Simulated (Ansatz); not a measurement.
Computed with Ansatz on PBE0-D4/def2-TZVP structures; ΔE is electronic, products minus reactants. CBS: MP2 limit from def2 TZ/QZ plus the TZ coupled-cluster correction, frozen cores. DFT in def2-TZVPP. B3LYP here is the variant with VWN-RPA as its local correlation; programs differ in this. For Ge outer-core shells are correlated without core-valence functions, which leaves a few kJ/mol of doubt a bond. Scalar relativity is left out up to krypton. Each species was taken in one conformer, which may not be the lowest.

Consider the cleavage of the Al–Si bond: `F[SiH]([AlH2])[GeH3]` + `C=C[SiH2]S` → `C=C[SiH2][S][AlH2]` + `F[SiH2][GeH3]`.

| level | ΔE (kJ/mol) |
| --- | --- |
| PBE-D4 | -114.7 |
| PBE | -110.6 |
| B3LYP | -118.7 |
| MP2/def2-TZVPP | -140.4 |
| CCSD/def2-TZVPP | -126.9 |
| CCSD(T)/def2-TZVPP | -128.1 |
| MP2/CBS(def2) | -142.9 |
| CCSD/CBS(def2) | -129.4 |

Question: What does CCSD(T)/CBS give? (Estimate.)

Answer: The calculation gave: -130.5 kJ/mol. The listed levels differ from it by 15.8, 19.9, 11.8, -9.9, 3.6, 2.4, -12.4, 1.1 kJ/mol.

Largest T1 diagnostic among the species: 0.012.

From PBE to PBE0 (25 % exact exchange), in def2-TZVPP and without D4, ΔE moves by −6.6 kJ/mol. The D4 term adds −6.6 kJ/mol with B3LYP and −3.5 kJ/mol with PBE0; it sums over pairs of atoms, weighted by their polarisabilities, and B3LYP, whose exchange is more repulsive, gets the larger term.
